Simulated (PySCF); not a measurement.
Isomers of C7H14, from PBE0-D3(BJ)/def2-SVP geometry optimisation, gas phase in PySCF. One conformer each, no zero-point energy, no frequencies.

Question: Which is lower in electronic energy at this level?
A. `CC(C)(C)C1CC1`: A = 3723, B = 2014, C = 1901 MHz, dipole 0.09 D
B. `[CH2:1]1[CH2:2][CH2:3][CH2:4][CH2:5][CH2:6][CH2:7]1` with C7–C1–C2–C3 39°, C1–C2–C3–C4 -85°, C2–C3–C4–C5 70°, C3–C4–C5–C6 -53° (cycloheptane): A = 3150, B = 2862, C = 1723 MHz, dipole 0.00 D

Answer: B. That is cycloheptane (`C1CCCCCC1`), 20.7 kcal/mol below the other.

| SMILES | mapped SMILES | E (Eh) | relative (kcal/mol) | relative (kJ/mol) | dipole (D) |
| --- | --- | --- | --- | --- | --- |
| C1CCCCCC1 | [CH2:1]1[CH2:2][CH2:3][CH2:4][CH2:5][CH2:6][CH2:7]1 | -274.66750 | 0.0 | 0.0 | 0.00 |
| CC(C)(C)C1CC1 | [CH3:1][C:2]([CH3:3])([CH3:4])[CH:5]1[CH2:6][CH2:7]1 | -274.63458 | 20.7 | 86.4 | 0.09 |

As drawn, the higher has a three-membered ring and a quaternary carbon, which the lower lacks.
